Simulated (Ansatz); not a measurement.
Reaction (ligand exchange at the Si–C bond): `N[SiH2]C(N)[SiH3]` + `[OH][In]([F])[SH]` → `[F][In]([SH])[O][SiH3]` + `NC[SiH2]N`

Isolated molecules relaxed with PBE0-D4/def2-TZVP in Ansatz; ΔE leaves out vibrations. CCSD(T)/CBS is the MP2 limit (def2-TZVPP, def2-QZVPP) plus CCSD(T) − MP2 in def2-TZVPP, frozen cores. DFT in def2-TZVPP. Elements past krypton have def2 core potentials. For In outer-core shells are correlated without core-valence functions, which leaves a few kJ/mol of doubt a bond. Each species was taken in one conformer, which may not be the lowest.

```json
{"level": "ωB97M-V", "ΔE (kJ/mol)": "-103.9"}
{"level": "CCSD/def2-TZVPP", "ΔE (kJ/mol)": "-113.3"}
```

(1) What does CCSD(T)/CBS give? (An estimate is asked.)

Largest T1 diagnostic among the species: 0.016.

Answers

(1) Ansatz gave: -107.1 kJ/mol. The listed levels differ from it by 3.2, -6.2 kJ/mol.

From PBE to PBE0 (25 % exact exchange), in def2-TZVPP and without D4, ΔE moves by −9.8 kJ/mol. In def2-TZVPP, CCSD(T) changes the Hartree–Fock value by +32.2 kJ/mol (the triples alone add +5.1 kJ/mol) and MP2 by +31.6 kJ/mol. The D4 term adds +6.4 kJ/mol with B3LYP and +3.5 kJ/mol with PBE0; it sums over pairs of atoms, weighted by their polarisabilities, and B3LYP, whose exchange is more repulsive, gets the larger term.

B3LYP here is the variant with VWN-RPA as its local correlation; programs differ in this.
